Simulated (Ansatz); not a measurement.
Steps of a relaxation of C$_{2}$H$_{4}$NOSn, SMILES `C[O][SnH][C]#N` radical with UKS PBE-D4/def2-SVP.

```sh
$ ansatz run in.yaml --threads 2 --pin off --events-out ev --progress --plain --max-ram 32768MiB --backend cpu
```

```yaml
crystal:
  periodic: [false, false, false]
  atoms:
    - {symbol: C, position_ang: [0.484200, -1.367900, -0.322200]}
    - {symbol: O, position_ang: [1.329000, -0.423700, 0.252400]}
    - {symbol: Sn, position_ang: [0.221200, 1.030700, 1.079500]}
    - {symbol: C, position_ang: [-0.539600, 2.222100, -0.404300]}
    - {symbol: N, position_ang: [-1.091300, 2.857000, -1.244600]}
    - {symbol: H, position_ang: [-0.229800, -1.759000, 0.432300]}
    - {symbol: H, position_ang: [1.040800, -2.139900, -0.804500]}
    - {symbol: H, position_ang: [-0.125200, -0.807700, -1.133400]}
    - {symbol: H, position_ang: [-1.000900, 0.342200, 2.127900]}
basis:
  gaussian: {orbitals: def2-SVP}
magnetization: {spin_polarized: true, initial_magnetization: 1}
hamiltonian: {xc: pbe, dispersion: d4}
relax: {f_tol: 0.03, max_steps: 200}
```

Positions (Å) and forces (eV/Å) along the path, 14 of 21 steps:

```xyz
9
step=1 energy=-11494.3262 eV
C     0.484   -1.368   -0.322   -1.978    2.025   -0.696
O     1.329   -0.424    0.252    1.021    0.416    0.473
Sn    0.221    1.031    1.079    1.148   -0.019    1.917
C    -0.540    2.222   -0.404   -1.578    1.170   -2.168
N    -1.091    2.857   -1.245    0.759   -0.563    0.950
H    -0.230   -1.759    0.432   -0.213   -0.594   -0.117
H     1.041   -2.140   -0.804    0.805   -1.246   -0.527
H    -0.125   -0.808   -1.133    0.195   -1.122    0.420
H    -1.001    0.342    2.128   -0.159   -0.067   -0.254
9
step=3 energy=-11494.7102 eV
C     0.457   -1.338   -0.345   -0.155    0.019   -0.098
O     1.326   -0.399    0.260   -0.026    0.042   -0.005
Sn    0.342    1.098    1.218    0.031    0.031   -0.069
C    -0.578    2.223   -0.399   -0.024   -0.046    0.093
N    -1.101    2.856   -1.241    0.026    0.026   -0.039
H    -0.251   -1.819    0.376    0.023   -0.029   -0.021
H     1.078   -2.150   -0.785    0.044   -0.030    0.031
H    -0.157   -0.910   -1.181    0.086   -0.009    0.092
H    -1.026    0.393    2.079   -0.005   -0.004    0.016
9
step=4 energy=-11494.7134 eV
C     0.455   -1.348   -0.350    0.026   -0.085   -0.016
O     1.313   -0.394    0.251   -0.041    0.031    0.003
Sn    0.338    1.105    1.214    0.022   -0.003   -0.043
C    -0.590    2.235   -0.391   -0.040    0.005    0.018
N    -1.094    2.878   -1.238    0.037   -0.008    0.006
H    -0.250   -1.837    0.369    0.007    0.009    0.000
H     1.093   -2.158   -0.773   -0.014    0.030    0.025
H    -0.153   -0.933   -1.190    0.005    0.024   -0.007
H    -1.023    0.406    2.092   -0.002   -0.002    0.013
9
step=7 energy=-11494.7166 eV
C     0.462   -1.385   -0.357    0.005    0.055    0.004
O     1.280   -0.366    0.194   -0.019   -0.033   -0.056
Sn    0.316    1.112    1.187   -0.012    0.004    0.030
C    -0.628    2.291   -0.367    0.008    0.020   -0.024
N    -1.073    2.978   -1.213    0.001   -0.016    0.022
H    -0.245   -1.843    0.380   -0.001   -0.003   -0.004
H     1.130   -2.200   -0.713    0.001   -0.008    0.006
H    -0.139   -1.035   -1.232    0.018   -0.015    0.037
H    -1.014    0.401    2.103   -0.001   -0.004   -0.017
9
step=8 energy=-11494.7146 eV rejected
C     0.475   -1.438   -0.352   -0.016    0.345   -0.076
O     1.243   -0.293    0.052   -0.341   -0.509   -0.293
Sn    0.285    1.116    1.146   -0.041    0.021    0.048
C    -0.657    2.400   -0.329   -0.079    0.318   -0.336
N    -1.044    3.159   -1.147    0.128   -0.335    0.369
H    -0.211   -1.822    0.453    0.089    0.079   -0.162
H     1.176   -2.271   -0.602   -0.030    0.155    0.048
H    -0.152   -1.226   -1.271    0.281   -0.075    0.469
H    -1.027    0.329    2.032    0.009    0.000   -0.068
9
step=9 energy=-11494.7218 eV
C     0.468   -1.409   -0.351   -0.031    0.164   -0.027
O     1.264   -0.327    0.118   -0.096   -0.134   -0.129
Sn    0.303    1.113    1.169   -0.032    0.003    0.029
C    -0.635    2.345   -0.349    0.010    0.079   -0.065
N    -1.060    3.064   -1.178    0.018   -0.070    0.081
H    -0.224   -1.827    0.425    0.027    0.010   -0.047
H     1.149   -2.232   -0.659    0.008    0.004    0.022
H    -0.153   -1.126   -1.243    0.093   -0.052    0.171
H    -1.025    0.354    2.051    0.002   -0.004   -0.034
9
step=10 energy=-11494.7306 eV
C     0.472   -1.432   -0.344    0.107    0.214   -0.007
O     1.240   -0.289    0.037   -0.260   -0.319   -0.187
Sn    0.292    1.112    1.153   -0.036    0.018    0.023
C    -0.633    2.398   -0.327   -0.025    0.195   -0.175
N    -1.044    3.146   -1.142    0.068   -0.177    0.199
H    -0.191   -1.824    0.471    0.044    0.051   -0.074
H     1.175   -2.253   -0.616   -0.037    0.073    0.027
H    -0.177   -1.221   -1.237    0.138   -0.042    0.228
H    -1.046    0.316    1.987    0.001   -0.012   -0.035
9
step=13 energy=-11494.8236 eV
C     0.510   -1.565   -0.322    0.064    0.296    0.038
O     0.919   -0.199   -0.320   -0.187   -0.423   -0.047
Sn    0.213    1.097    1.082    0.053   -0.015    0.006
C    -0.539    2.654   -0.220   -0.015    0.045   -0.129
N    -0.941    3.483   -0.951    0.049   -0.030    0.103
H     0.075   -1.916    0.648   -0.005    0.062   -0.081
H     1.371   -2.233   -0.558   -0.042    0.138   -0.013
H    -0.275   -1.711   -1.106    0.119   -0.034    0.108
H    -1.245    0.344    1.730   -0.037   -0.038    0.014
9
step=14 energy=-11494.8542 eV
C     0.503   -1.579   -0.317    0.219   -0.014   -0.160
O     0.753   -0.192   -0.430   -0.146   -0.227    0.002
Sn    0.202    1.075    1.056   -0.020    0.134   -0.017
C    -0.502    2.674   -0.225   -0.030    0.053    0.022
N    -0.889    3.570   -0.883    0.047   -0.037    0.040
H     0.102   -1.912    0.670   -0.003    0.061    0.035
H     1.441   -2.151   -0.521   -0.130    0.008    0.027
H    -0.254   -1.880   -1.083    0.084    0.026    0.028
H    -1.268    0.348    1.717   -0.020   -0.003    0.023
9
step=16 energy=-11494.8587 eV rejected
C     0.499   -1.662   -0.332   -0.058    0.135   -0.403
O     0.441   -0.261   -0.611    0.130   -0.558    0.207
Sn    0.230    1.084    0.928   -0.107   -0.220   -0.162
C    -0.511    2.793   -0.179   -0.146    0.385   -0.289
N    -0.865    3.771   -0.739    0.174   -0.443    0.276
H     0.014   -1.943    0.635    0.053   -0.013   -0.012
H     1.557   -2.065   -0.331   -0.478    0.289   -0.038
H    -0.071   -2.211   -1.146    0.364    0.359    0.382
H    -1.206    0.447    1.757    0.067    0.064    0.038
9
step=17 energy=-11494.8855 eV
C     0.488   -1.621   -0.336   -0.030    0.023   -0.042
O     0.511   -0.230   -0.564   -0.023   -0.095   -0.005
Sn    0.228    1.068    0.975   -0.030    0.048    0.009
C    -0.510    2.732   -0.193    0.006   -0.015   -0.007
N    -0.857    3.671   -0.809    0.001    0.023    0.014
H    -0.004   -1.924    0.620    0.010   -0.005    0.006
H     1.514   -2.054   -0.354    0.021   -0.021    0.007
H    -0.087   -2.102   -1.161    0.038    0.020   -0.002
H    -1.194    0.415    1.804    0.006    0.023    0.019
9
step=18 energy=-11494.8888 eV
C     0.487   -1.645   -0.345    0.128   -0.088   -0.162
O     0.449   -0.256   -0.591   -0.088   -0.080    0.061
Sn    0.211    1.062    0.943    0.021    0.036    0.031
C    -0.516    2.752   -0.193   -0.038    0.051   -0.083
N    -0.845    3.714   -0.785    0.036   -0.079    0.076
H    -0.025   -1.965    0.595    0.011    0.011   -0.016
H     1.541   -2.027   -0.319   -0.183    0.040    0.010
H    -0.027   -2.166   -1.193    0.093    0.102    0.130
H    -1.185    0.483    1.871    0.021    0.006   -0.047
9
step=20 energy=-11494.8940 eV
C     0.480   -1.664   -0.354    0.024    0.006    0.042
O     0.351   -0.281   -0.577   -0.018    0.027   -0.034
Sn    0.217    1.073    0.936    0.030   -0.067    0.050
C    -0.510    2.752   -0.205   -0.026    0.018   -0.038
N    -0.837    3.727   -0.774    0.003    0.007    0.002
H    -0.051   -2.034    0.556    0.003   -0.005   -0.013
H     1.548   -1.977   -0.285    0.011    0.003    0.018
H     0.051   -2.196   -1.233   -0.030    0.003   -0.017
H    -1.161    0.554    1.918    0.004    0.008   -0.010
9
step=21 energy=-11494.8946 eV
C     0.479   -1.662   -0.354   -0.004    0.000   -0.004
O     0.343   -0.279   -0.582    0.000    0.000    0.002
Sn    0.221    1.068    0.938   -0.001   -0.003    0.000
C    -0.510    2.746   -0.207    0.002   -0.004    0.004
N    -0.834    3.725   -0.774   -0.002    0.005   -0.004
H    -0.053   -2.034    0.554    0.001    0.004    0.000
H     1.549   -1.969   -0.279   -0.001    0.000    0.001
H     0.052   -2.195   -1.233    0.003   -0.002    0.000
H    -1.159    0.554    1.920    0.001    0.001    0.000
```

Hardware: 2 threads of an AMD EPYC 7R13 on a shared host. Wall time 62 s, peak host memory 0.64 GiB.
